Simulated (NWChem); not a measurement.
Species: Si₂NH₅, singlet; SMILES N[Si][SiH3]

```xyz
8

Si    -0.7582     0.8277     0.0000
N      0.8183     1.5591     0.0000
H      0.9264     2.5793     0.0000
H      1.7306     1.0887     0.0000
Si     0.0982    -1.4454     0.0000
H      1.6149    -1.5043     0.0000
H     -0.3806    -2.2149    -1.2101
H     -0.3806    -2.2149     1.2101
```
Atoms are numbered in this order, from 1.

Low-valent species are run as closed-shell singlets; no triplet was tried in these runs. Structure relaxed at the PBE-D3(BJ)/def2-SVP level.

Symmetry labels are those of Cs in the frame above (b1 and b2, or b-type labels, depend on it).

Question: List the 6 lowest vertical singlet excitations from PBE0/6-31G* (spherical d), TDA (NWChem).

Answer: 
```tsv
state	energy (eV)	oscillator strength	symmetry	leading excitation (squared amplitude)
S1	3.03	0.013	a"	HOMO → LUMO (0.99)
S2	5.31	0.106	a'	HOMO → LUMO+1 (0.86)
S3	6.18	0.040	a"	HOMO−2 → LUMO (0.83)
S4	6.26	0.085	a'	HOMO−1 → LUMO (0.47)
S5	6.49	0.452	a'	HOMO → LUMO+2 (0.41)
S6	6.68	0.000	a"	HOMO−4 → LUMO (0.88)
```
